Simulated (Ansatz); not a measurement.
```yaml
crystal:
  periodic: [false, false, false]
  atoms:
    - {symbol: C, position_ang: [0.006703, -0.132986, 1.962708]}
    - {symbol: O, position_ang: [0.502178, 0.879247, 1.131305]}
    - {symbol: Ga, position_ang: [0.420766, 0.885139, -0.589971]}
    - {symbol: C, position_ang: [-0.356196, -0.515005, -1.794414]}
    - {symbol: F, position_ang: [1.196514, 2.312420, -1.281742]}
    - {symbol: H, position_ang: [0.801277, -0.534684, 2.597858]}
    - {symbol: H, position_ang: [-0.469261, -0.943039, 1.406873]}
    - {symbol: H, position_ang: [-0.794943, 0.270457, 2.594144]}
    - {symbol: H, position_ang: [-1.319987, -0.223547, -2.019315]}
    - {symbol: H, position_ang: [0.330808, -0.534006, -2.698013]}
    - {symbol: H, position_ang: [-0.252005, -1.487009, -1.253399]}
basis:
  gaussian: {orbitals: pcseg-2, point_charges: [{charge: 0.50, position_ang: [4.839, -0.118, 0.218]}]}
magnetization: {spin_polarized: true, initial_magnetization: 1}
hamiltonian: {xc: {name: HF}}
correlation: {method: rpa}
scf: {lower_state_search: off}
```

```sh
$ ansatz run in.yaml --threads 2 --pin off --events-out ev --progress --plain --max-ram 22528MiB --backend cpu
```

Output, abridged:

```
Error: a molecule whose nuclei and cores have a total charge of 66 cannot have a net charge of 0 together with 1 unpaired electrons
```

(1) Something in this input is off. What?

## Answers

(1) The number of unpaired electrons doesn't fit the electron count. The input was rejected before any iteration.
